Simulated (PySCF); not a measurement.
Compound: C9H12O.
SMILES with atom numbers: `[CH3:1][O:2][C:3]1=[CH:4][C:5]2([CH2:6][CH2:7]2)[C:8]([CH3:9])=[CH:10]1`

NICS is the negative of the GIAO shielding at a point without a nucleus: at the ring centre (0) and 1 Å above and below it (1); zz is the component along the ring normal. Level: GIAO PBE0/pcSseg-1 (PySCF, non-relativistic, gas phase) on the GFN2-xTB geometry, one conformer.

Rings: 1. C3–C4–C5–C8–C10; 2. C5–C6–C7.

```csv
set,NICS(0),"NICS(1), two faces","NICS(1)zz, two faces"
P,-42.4,-7.8 / -7.1,-23.5 / -21.2
Q,-4.5,-5.0 / -5.0,-8.8 / -8.8
```

Q: Which set (ppm) belongs to which ring?

A: P = 2, Q = 1.
- 1 (5-membered carbocycle; formal bonds 2 double, 3 single): mean NICS(1)zz -8.8 ppm, shielded. C5 has four or more neighbours, so the value isn't read as a sign of a π ring current.
- 2 (3-membered carbocycle; formal bonds all single): mean NICS(1)zz -22.4 ppm, shielded. C5, C6, C7 have four or more neighbours, and the NICS criterion for π rings isn't applied.

Q: How do the rings differ in shape?

A: 
```
ring                   bond lengths (Å)  rms pucker (Å)  HOMA  nearest outside atom to a NICS(1) probe (Å)
   1  1.349, 1.475, 1.480, 1.346, 1.451            0.00     –                                hydrogen 2.47
   2                1.516, 1.484, 1.516            0.00     –                                hydrogen 1.45
```

Shape of the structure used: `[CH3:1][O:2][C:3]1=[CH:4][C:5]2([CH2:6][CH2:7]2)[C:8]([CH3:9])=[CH:10]1`: C1–O2–C3–C4 0°.
